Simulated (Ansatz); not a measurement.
A run of Ansatz (development build ahead of 0.2.0) on doublet ScF(+) at this shape:

```xyz
2

Sc    0.0000    0.0000    0.0000
F     0.0000    0.0000    1.7900
```

Its results:

```yaml
Converged: yes
Total_energy: -859.86922 hartree
Spin_squared_of_the_determinant: 0.750
Stability_test: minimum among restricted orbitals
```

Forces (eV/Å):
```
atom     Fx     Fy      Fz
 Sc1  0.000  0.000   0.554
  F2  0.000  0.000  -0.554
```

**Question.** Which input gives this output? Name the method, the orbitals and the basis set, and write the input.

**Answer.** PBE0 (restricted open-shell) in def2-SVP.

```yaml
crystal:
  periodic: [false, false, false]
  atoms:
    - { symbol: Sc, position_ang: [0.0, 0.0, 0.0] }
    - { symbol: F, position_ang: [0.0, 0.0, 1.79] }
basis:
  gaussian: { orbitals: def2-SVP }
total_charge: 1
magnetization:
  initial_magnetization: 1
hamiltonian:
  xc: pbe0
output:
  forces: true
```
